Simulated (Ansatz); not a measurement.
Basis-set series for BH3OS2Si (`OB[SiH]1SS1`). Total charge 0; spin multiplicity 1. The structure was optimised at the PBE0-D4/def2-TZVP level. It is one conformer, not always the lowest.

| functional | basis | functions | energy (Eh) | HOMO (eV) | LUMO (eV) |
| --- | --- | --- | --- | --- | --- |
| PBE0-D4 | def2-SVP | 97 | -1186.89451 | -6.04 | -1.85 |
| PBE0-D4 | def2-TZVPP | 230 | -1187.39972 | -6.17 | -1.95 |
| ωB97M-V | def2-SVP | 97 | -1187.30391 | -8.10 | 0.17 |
| ωB97M-V | def2-TZVPP | 230 | -1187.80958 | -8.26 | -0.04 |

Q: Give the rows for def2-QZVPP. (Estimate.)

A: The calculation gave: 
| functional | basis | functions | energy (Eh) | HOMO (eV) | LUMO (eV) |
| --- | --- | --- | --- | --- | --- |
| PBE0-D4 | def2-QZVPP | 414 | -1187.43928 | -6.21 | -2.00 |
| ωB97M-V | def2-QZVPP | 414 | -1187.84698 | -8.31 | -0.14 |

All numbers were calculated with Ansatz.
